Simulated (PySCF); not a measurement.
P2, triplet, at a GFN2-xTB geometry (a higher spin typed on purpose: for a closed-shell molecule this is an excited state); DF-HF/def2-QZVP run with PySCF.

The PySCF input:
```python
from pyscf import gto, scf

mol = gto.M(
    atom='''
P    -0.000000   -0.000000   -1.021754
P     0.000000    0.000000    1.021754
''',
    basis='def2-qzvp',
    charge=0,
    spin=2,
    verbose=4,
)

mf = scf.UHF(mol)
mf = mf.density_fit(auxbasis='def2-universal-jkfit')
mf.kernel()
```

Output, abridged:

```
PySCF version 2.14.0

[INPUT] verbose = 4
[INPUT] num. atoms = 2
[INPUT] num. electrons = 30
[INPUT] charge = 0
[INPUT] spin (= nelec alpha-beta = 2S) = 2
[INPUT] symmetry False subgroup None
[INPUT] Mole.unit = angstrom
[INPUT] Symbol           X                Y                Z      unit          X                Y                Z       unit  Magmom
[INPUT]  1 P      0.000000000000   0.000000000000  -1.021754000000 AA    0.000000000000   0.000000000000  -1.930835226679 Bohr   0.0
[INPUT]  2 P      0.000000000000   0.000000000000   1.021754000000 AA    0.000000000000   0.000000000000   1.930835226679 Bohr   0.0

nuclear repulsion = 58.264940708331
number of shells = 44
number of NR pGTOs = 210
number of NR cGTOs = 140
basis = def2-qzvp
ecp = {}

******** <class 'pyscf.df.df_jk.DFUHF'> ********
method = DFUHF
initial guess = minao
damping factor = 0
level_shift factor = 0
DIIS = <class 'pyscf.scf.diis.CDIIS'>
diis_start_cycle = 1
diis_space = 8
diis_damp = 0
SCF conv_tol = 1e-09
SCF conv_tol_grad = None
SCF max_cycles = 50
direct_scf = False
number electrons alpha = 16  beta = 14
Set gradient conv threshold to 3.16228e-05
******** <class 'pyscf.df.df.DF'> ********
auxbasis = def2-universal-jkfit
init E= -681.257722026892

cycle= 1 E= -681.405367963479  delta_E= -0.148  |g|= 0.181  |ddm|=  1.1
cycle= 2 E= -681.432654406942  delta_E= -0.0273  |g|= 0.0783  |ddm|= 0.252
cycle= 3 E= -681.437842626703  delta_E= -0.00519  |g|= 0.034  |ddm|= 0.0819
cycle= 4 E= -681.441228850875  delta_E= -0.00339  |g|= 0.0176  |ddm|= 0.0824
cycle= 5 E= -681.443004173467  delta_E= -0.00178  |g|= 0.0128  |ddm|= 0.0528
cycle= 6 E= -681.444684070973  delta_E= -0.00168  |g|= 0.00823  |ddm|= 0.0661
cycle= 7 E= -681.445581817199  delta_E= -0.000898  |g|= 0.00302  |ddm|= 0.0696
cycle= 8 E= -681.445651420849  delta_E= -6.96e-05  |g|= 0.000994  |ddm|= 0.0172
cycle= 9 E= -681.44566003357  delta_E= -8.61e-06  |g|= 0.000247  |ddm|= 0.00809
cycle= 10 E= -681.445660171619  delta_E= -1.38e-07  |g|= 6.49e-05  |ddm|= 0.000695
cycle= 11 E= -681.445660193184  delta_E= -2.16e-08  |g|= 2.37e-05  |ddm|= 0.000481
cycle= 12 E= -681.445660194129  delta_E= -9.45e-10  |g|= 1.04e-05  |ddm|= 0.000104
Extra cycle  E= -681.445660194307  delta_E= -1.77e-10  |g|= 5.32e-06  |ddm|= 1.46e-05
converged SCF energy = -681.445660194307  <S^2> = 2.0371697  2S+1 = 3.0246783
```
